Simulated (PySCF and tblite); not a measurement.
Results of a calculation; reference values are marked as such.
Molecule: C₄H₈Se, numbered as in [CH2:1]1[CH2:2][CH2:3][Se:4][CH2:5]1; H named by carrier, a and b as here (phase angle P 288°, Å):

```
C1       0.721   -0.741   -0.034
C2      -0.707   -0.583    0.477
C3      -1.376    0.481   -0.376
Se4     -0.019    1.898   -0.643
C5       1.366    0.634   -0.005
H1a      1.290   -1.440    0.581
H1b      0.697   -1.120   -1.058
H2a     -1.260   -1.522    0.416
H2b     -0.685   -0.263    1.522
H3a     -2.255    0.918    0.095
H3b     -1.647    0.097   -1.361
H5a      1.639    0.930    1.009
H5b      2.240    0.712   -0.650
```

The ring 1–2–3–4–5 is held at Altona–Sundaralingam phase angles P (ν_j = ν_max cos(P + 144°(j − 2)), ν_j about the bond from ring atom j to j + 1, counted from 0) and the rest relaxed at GFN2-xTB. Energies: revPBE/pcSseg-1 + D3(BJ), IEF-PCM water. Couplings: B3LYP/pcseg-1 with H pcJ-1, gas phase, for ¹H. (tblite 0.8, PySCF 2.14.)

One held structure gave ³J(H1b,H2b) = 7.5, ³J(H1b,H5a) = 1.4, ³J(H2b,H3b) = 14.2, ³J(H1a,H5b) = 10.3, ³J(H2a,H3a) = 1.2, ³J(H1a,H2a) = 1.4, ³J(H1a,H2b) = 14.2, ³J(H1b,H2a) = 10.1 Hz.

(1) At which phase angle P was it held?
A. 216°
B. 72°
C. 360°
D. 288°
E. 144°

Spin–orbit effects of heavy atoms are missing.

## Answers

(1) C. It lies 3.50 kcal/mol above the lowest point.
